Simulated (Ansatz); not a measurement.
A geometry optimisation of C3H8SSeSi with B3LYP-D3(BJ)/def2-SVP

The starting geometry of this gas-phase triplet was optimised with GFN2-xTB as a singlet; its bonds are those of `C[C@@H]1C[Se][SiH2]S1`.

```xyz
14

C     1.7013    0.9965    0.4357
C     0.6831   -0.0900    0.7301
C     0.5419   -1.1054   -0.3868
S    -0.9535    0.6423    1.1388
Se   -0.1853   -0.3200   -2.0517
Si   -1.6094    1.0007   -0.8694
H     1.7260    1.7187    1.2478
H     1.4462    1.5182   -0.4864
H     2.6913    0.5579    0.3242
H     0.9645   -0.6243    1.6430
H     1.5143   -1.5305   -0.6436
H    -0.1339   -1.9127   -0.0962
H    -2.9920    0.5592   -0.9571
H    -1.4044    2.3945   -1.2415
```

**Question.** Predict what it relaxes into with B3LYP-D3(BJ)/def2-SVP.

**Answer.** A bond breaks, giving a structure given below by its coordinates. Contacts that open: C3–Se5 (1.98 → 3.61 Å).

The energy falls by 2.06 eV over 21 steps:

```tsv
step	E − E(last) (eV)
1	2.065
3	1.054
5	0.311
8	0.135
10	0.093
12	0.055
14	0.014
17	0.000
19	0.000
21	0.000
```

Final geometry (Å):

```yaml
atoms:
  - { symbol: C, position_ang: [1.5192, 0.9909, 0.4188] }
  - { symbol: C, position_ang: [0.7520, -0.2588, 0.8242] }
  - { symbol: C, position_ang: [1.0667, -1.4627, 0.0454] }
  - { symbol: S, position_ang: [-1.1628, 0.0120, 0.7854] }
  - { symbol: Se, position_ang: [-0.9989, -0.2404, -2.6509] }
  - { symbol: Si, position_ang: [-1.5578, 1.1838, -0.9880] }
  - { symbol: H, position_ang: [1.1792, 1.8744, 0.9776] }
  - { symbol: H, position_ang: [1.4096, 1.1894, -0.6585] }
  - { symbol: H, position_ang: [2.5919, 0.8400, 0.6204] }
  - { symbol: H, position_ang: [0.8633, -0.4469, 1.9035] }
  - { symbol: H, position_ang: [1.3267, -1.3683, -1.0123] }
  - { symbol: H, position_ang: [0.8167, -2.4521, 0.4343] }
  - { symbol: H, position_ang: [-3.0139, 1.4775, -0.8883] }
  - { symbol: H, position_ang: [-0.8019, 2.4664, -1.0247] }
```

No frequencies were run, so the end isn't proven a minimum. Open shells are spin-unrestricted. The triplet needn't be the ground state. Run with Ansatz 0.2.0, 3.3 min on 4 threads of Arm Neoverse V1, with other jobs on the host.
